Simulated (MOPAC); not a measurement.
MOPAC input (PM7):

```
PM7 1SCF CHARGE=1 GEO-OK AUX(PRECISION=9) THREADS=1
CF3

F    -0.59245173 1    1.08365604 1    0.04027129 1
C     0.00000000 1   -0.00000000 1    0.00000000 1
F    -0.64286993 1   -1.05424444 1   -0.04709727 1
F     1.23532166 1   -0.02941160 1    0.00682598 1
```

Task: What heat of formation does the run end on, and which ionisation energy by Koopmans theorem?

Result: 110.72 kcal/mol; 24.33 eV.
